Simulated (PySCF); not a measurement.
Al2FH2N, Al2FH3O (calculated)

All values are calculated (PySCF 2.14.0). Calculation on a computer-drawn molecule: the log of a Hartree-Fock and frozen-core CCSD(T) single point meant for a local Hartree-Fock minimum, with one planted fault or none, to be diagnosed. Offsets are logged minus clean, where the clean run is the same molecule without the fault. The reference is restricted for singlets and unrestricted otherwise, and also for a bond in bohr or an excited solution. Adding or removing an electron swaps singlet and doublet. The excited solution moves the top pair (singlet) or top alpha electron (doublet) to the lowest empty orbital. Highest occupied and lowest empty are orbital energies over both spins, largest force is the largest gradient component, triples share is (T) over the correlation energy, the T1 limit is 0.02 restricted and 0.045 unrestricted, electrons count all cores, a negative frequency is imaginary (commonest isotopes), and the dipole is about the centre of nuclear charge.

Common to all runs: meant charge 0; meant multiplicity 1; meant basis cc-pV(D+d)Z; logged SCF converged yes; logged spin squared 0; logged CC converged yes; logged SCF stable within its kind yes; possible faults no fault, one electron removed, one electron added, multiplicity raised by two, geometry at a saddle point, SCF held on an excited solution, minimal basis STO-3G, one bond length entered in bohr, all coordinates scaled.

(1) 
```xyz
6
formula=Al2FH2N logged_electrons=44 logged_basis_functions=84 logged_highest_occupied=-10.415 logged_lowest_empty=1.7344 logged_largest_force=0.11132 logged_T1_diagnostic=0.01781 logged_D1_diagnostic=0.04502 logged_triples_share=0.023297 logged_dipole_magnitude=5.7884 logged_energy_HF=-638.89739 logged_energy_CCSD(T)=-639.3934 planted_fault=all_coordinates_scaled,by_-9.0_% HF_energy_offset_from_clean_run=45.71 CCSD(T)_energy_offset_from_clean_run=54.73
F     -0.0829     3.3131     0.0751
Al     0.2071     2.0037    -0.6304
N      0.0492     0.6220     0.1164
Al    -0.1559    -0.5690     0.9791
H      0.6206     2.1755    -1.9894
H     -0.3381    -1.7303     1.7637
```

Units: logged_highest_occupied, logged_lowest_empty in eV; logged_largest_force in hartree/bohr; logged_dipole_magnitude in debye; logged_energy_HF, logged_energy_CCSD(T) in hartree; HF_energy_offset_from_clean_run, CCSD(T)_energy_offset_from_clean_run in kcal/mol.

Drawn bonds:
```
atom  other atom  order
   1           2      1
   2           3      1
   3           4      2
   2           5      1
   4           6      1
```

(2) 
```xyz
7
formula=Al2FH3O logged_electrons=46 logged_basis_functions=31 logged_highest_occupied=-7.438 logged_lowest_empty=9.7638 logged_largest_force=0.03913 logged_T1_diagnostic=0.021062 logged_D1_diagnostic=0.064727 logged_triples_share=0.057565 logged_dipole_magnitude=0.94783 logged_energy_HF=-651.75761 logged_energy_CCSD(T)=-651.90724 planted_fault=minimal_basis_STO-3G HF_energy_offset_from_clean_run=5224 CCSD(T)_energy_offset_from_clean_run=5465
F      0.4097     1.7046     0.5279
Al    -1.2111     1.5596     0.8155
O     -1.9100     0.0540     0.6684
Al    -2.5170    -1.5092     0.4930
H     -2.0013     2.8443     1.2105
H     -3.0430    -1.9609    -0.9209
H     -2.5482    -2.4527     1.7534
```

Units: logged_highest_occupied, logged_lowest_empty in eV; logged_largest_force in hartree/bohr; logged_dipole_magnitude in debye; logged_energy_HF, logged_energy_CCSD(T) in hartree; HF_energy_offset_from_clean_run, CCSD(T)_energy_offset_from_clean_run in kcal/mol.

Drawn bonds:
```
atom  other atom  order
   1           2      1
   2           3      1
   3           4      1
   2           5      1
   4           6      1
   4           7      1
```

Notes: T1 above single-reference limit.

(3) 
```xyz
7
formula=Al2FH3O logged_electrons=46 logged_basis_functions=89 logged_highest_occupied=-11.518 logged_lowest_empty=1.5443 logged_largest_force=5.025e-05 logged_lowest_frequency=-76.269 logged_T1_diagnostic=0.014708 logged_D1_diagnostic=0.041116 logged_triples_share=0.017474 logged_dipole_magnitude=1.6588 logged_energy_HF=-660.08103 logged_energy_CCSD(T)=-660.61425 planted_fault=geometry_at_a_saddle_point HF_energy_offset_from_clean_run=0.8204 CCSD(T)_energy_offset_from_clean_run=0.9527
F      2.4368    -1.4043     0.0000
Al     1.6548     0.0510     0.0000
O     -0.0123     0.0701     0.0000
Al    -1.6980    -0.0009     0.0000
H      2.5315     1.3405     0.0000
H     -2.4060    -1.4069     0.0000
H     -2.5068     1.3507     0.0000
```

Units: logged_highest_occupied, logged_lowest_empty in eV; logged_largest_force in hartree/bohr; logged_lowest_frequency in cm⁻¹; logged_dipole_magnitude in debye; logged_energy_HF, logged_energy_CCSD(T) in hartree; HF_energy_offset_from_clean_run, CCSD(T)_energy_offset_from_clean_run in kcal/mol.

Drawn bonds:
```
atom  other atom  order
   1           2      1
   2           3      1
   3           4      1
   2           5      1
   4           6      1
   4           7      1
```
